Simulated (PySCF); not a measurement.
This PySCF input asks for the NMR shieldings of (ClBe-mu-Cl)2; the geometry comes from PBE0-D3(BJ)/def2-SVP.

```python
import basis_set_exchange as bse
import numpy as np
from pyscf import gto, dft
from pyscf.prop import nmr

atoms = """
Be    1.304581    0.103817    0.116882
Cl    3.126834    0.245041    0.284444
Cl   -0.073033   -0.650516    1.400292
Be   -1.304878   -0.101610   -0.115890
Cl   -3.125706   -0.254296   -0.288303
Cl    0.072203    0.657564   -1.397426
"""
names = dict.fromkeys(["Be", "Cl"], "pcSseg-1")
basis = {el: gto.basis.parse(bse.get_basis(n, elements=[el], fmt="nwchem")) for el, n in names.items()}
mol = gto.M(atom=atoms, basis=basis, charge=0, verbose=0)
mf = dft.RKS(mol, xc="GGA_XC_KT2")
mf.grids.level = 2
mf.grids.alignment = dft.numint.BLKSIZE   # the property module wants whole blocks of grid points
mf.conv_tol = 1e-9
mf.kernel()

calc = nmr.RKS(mf)   # GIAO
sigma = calc.kernel()   # uncoupled for a functional without exact exchange
for i, s in enumerate(sigma):   # ppm
    print("%2d %-2s %9.2f" % (i, mol.atom_pure_symbol(i), np.trace(s) / 3))
```

Q: Give the expected output.

A: 
```
 0 Be     98.48
 1 Cl    889.02
 2 Cl    830.46
 3 Be     98.48
 4 Cl    889.02
 5 Cl    830.48
```

These numbers come from an equivalent density-fitted implementation of the same equations, which agrees with the script to about 0.01 ppm for H and up to a few tenths of a ppm for heavy atoms, so last digits may differ.

Q: Turn these shieldings into chemical shifts. δ = σ(ref) − σ, references computed at the same level: HCl for $^{35}$Cl (σ = 942.74 ppm).

A: Averaging equivalent atoms: Cl 2/5: 112; Cl 1/4: 54 ppm. No reference was computed at this level for Be. 

Size and cost of the density-fitted run: 120 basis functions, 14 s wall time on 1 thread of an Arm Neoverse N1, shared host.
